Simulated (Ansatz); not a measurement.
Basis-set series for AsH3OSSe (`O[As](S)[SeH]`). Total charge 0; spin multiplicity 1. The geometry is a stationary point of PBE0-D4/def2-TZVP. It is one conformer, not always the lowest.

```json
{"functional": "PBE0-D4", "basis": "def2-TZVPP", "functions": "211", "energy (Eh)": "-5111.98607", "HOMO (eV)": "-7.11", "LUMO (eV)": "-1.40"}
{"functional": "PBE0-D4", "basis": "def2-QZVPP", "functions": "395", "energy (Eh)": "-5112.10213", "HOMO (eV)": "-7.14", "LUMO (eV)": "-1.47"}
{"functional": "ωB97M-V", "basis": "def2-TZVPP", "functions": "211", "energy (Eh)": "-5112.44550", "HOMO (eV)": "-9.17", "LUMO (eV)": "0.51"}
{"functional": "ωB97M-V", "basis": "def2-QZVPP", "functions": "395", "energy (Eh)": "-5112.55800", "HOMO (eV)": "-9.20", "LUMO (eV)": "0.36"}
```

Give the rows for def2-SVP. (Best estimate.)

The calculation gave: 
```csv
functional,basis,functions,energy (Eh),HOMO (eV),LUMO (eV)
PBE0-D4,def2-SVP,111,-5111.17183,-7.01,-1.17
ωB97M-V,def2-SVP,111,-5111.63180,-9.05,0.84
```

Positive LUMOs are unbound and depend on the basis. Scalar relativity is left out up to krypton.

Program: Ansatz 0.2.0.
